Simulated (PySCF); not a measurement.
Species: C4H8O3 (charge +1 and doublet state).
Bonds: C1–O2, O2–C3, C3–C4, C4–C5, C5–O6 (double), C5–O7. Hydrogens: H8, H9, H10 on C1; H11, H12 on C3; H13, H14 on C4; H15 on O7.

Theory: PBE0-D3(BJ)/def2-SVP geometry optimisation, gas phase in PySCF 2.14.0.

(1) What internal coordinates does the optimisation give?

Results:

(1) 
```tsv
bond	length (Å)	order
C1–O2	1.410	single
O2–C3	1.411	single
C3–C4	1.509	single
C4–C5	1.505	single
C5=O6	1.225	double
C5–O7	1.298	single
C1–H8, C1–H10	1.098	single
C1–H9	1.107	single
C3–H11, C3–H12	1.105	single
C4–H13, C4–H14	1.102	single
O7–H15	0.975	single
```

Bonds in one row agree within 0.01 Å and their mean is given. Orders are formal, as drawn. A selection of angles:
```tsv
angle	degrees
O2–C1–H8	111.4
O2–C1–H9	107.2
H8–C1–H9	110.0
H8–C1–H10	112.2
C1–O2–C3	119.4
O2–C3–C4	106.3
O2–C3–H11	110.5
O2–C3–H12	107.1
C4–C3–H11	112.9
C4–C3–H12	111.1
H11–C3–H12	108.7
C3–C4–C5	107.0
C3–C4–H13	113.1
C3–C4–H14	111.7
C5–C4–H13	111.1
C5–C4–H14	106.5
H13–C4–H14	107.3
C4–C5–O6	120.3
C4–C5–O7	116.0
O6–C5–O7	123.6
C5–O7–H15	111.4
```

Torsions: C1–O2–C3–C4 151° (antiperiplanar); O2–C3–C4–C5 -48° (synclinal); C3–C4–C5–O6 22° (synperiplanar); H15–O7–C5–C4 -177° (antiperiplanar). The mirror-image conformer, all signs reversed, is as good.

C5 (carbon bonded to C and 2 O) is planar (angles 123.6°, 120.3° and 116.0°, sum 360.0°, 0.01 Å off the plane of its three neighbours). The 4 C–O bonds span 1.225 Å (C5=O6, drawn double) to 1.411 Å (O2–C3, drawn single), a spread of 0.186 Å. Of the pairs four or more bonds apart, O2···O6 is among the closest relative to their van der Waals radii: 2.21 Å, 73 % of the sum of Bondi's values.

Point group: C1 (no symmetry element, even within 0.4 Å). No frequency check. ⟨S²⟩ = 0.756 (exact for a doublet: 0.75). Torsions: C1–O2–C3–C4 151°, O2–C3–C4–C5 -48°, C3–C4–C5–O6 22°, C4–C5–O7–H -177°.
